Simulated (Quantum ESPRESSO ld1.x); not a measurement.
B III, 3 electrons, occupied as [He] 2s1. Method: scalar-relativistic Kohn-Sham, PBE, spin-unpolarised, spherical densities, point nucleus; without spin polarisation the odd electron is poorly described; computed with ld1.x of Quantum ESPRESSO 7.5.

Normalised radial functions P(r) = r R(r), r in bohr:

| r | 1s | 2s | 3s |
|---|---|---|---|
| 0.03524 | 0.6182 | 0.1622 | 0.0783 |
| 0.04445 | 0.7445 | 0.1949 | 0.0941 |
| 0.05561 | 0.8810 | 0.2300 | 0.1110 |
| 0.07013 | 1.0336 | 0.2686 | 0.1295 |
| 0.08773 | 1.1853 | 0.3057 | 0.1473 |
| 0.1106 | 1.3357 | 0.3399 | 0.1635 |
| 0.1395 | 1.4631 | 0.3639 | 0.1745 |
| 0.1746 | 1.5455 | 0.3697 | 0.1765 |
| 0.2202 | 1.5678 | 0.3481 | 0.1646 |
| 0.2754 | 1.5115 | 0.2908 | 0.1348 |
| 0.3473 | 1.3646 | 0.1850 | 0.0806 |
| 0.4346 | 1.1454 | 0.0347 | 0.0045 |
| 0.548 | 0.8668 | -0.1650 | -0.0946 |
| 0.6911 | 0.5803 | -0.3897 | -0.2013 |
| 0.8646 | 0.3404 | -0.5967 | -0.2883 |
| 1.09 | 0.1630 | -0.7595 | -0.3302 |
| 1.364 | 0.0643 | -0.8222 | -0.2887 |
| 1.72 | 0.0184 | -0.7583 | -0.1366 |
| 2.152 | 0.0039 | -0.5911 | 0.0981 |
| 2.714 | 0.0005 | -0.3743 | 0.3613 |
| 3.423 | 0.0000 | -0.1858 | 0.5376 |
| 4.283 | 0.0000 | -0.0707 | 0.5475 |
| 5.401 | 0.0000 | -0.0180 | 0.4093 |
| 6.757 | 0.0000 | -0.0031 | 0.2291 |
| 8.521 | 0.0000 | -0.0003 | 0.0887 |
| 10.66 | 0.0000 | 0.0000 | 0.0238 |
| 13.44 | 0.0000 | 0.0000 | 0.0037 |

1s: eigenvalue -211.18 eV, 0 radial nodes, <r> = 0.328 bohr, 90 % of the charge inside 0.590 bohr. 2s: eigenvalue -31.475 eV, 1 radial node at r = 0.454 bohr, <r> = 1.64 bohr, 90 % of the charge inside 2.53 bohr. 3s (empty): eigenvalue -10.439 eV, 2 radial nodes at r = 0.440, 1.97 bohr, <r> = 4.16 bohr, 90 % of the charge inside 6.07 bohr.
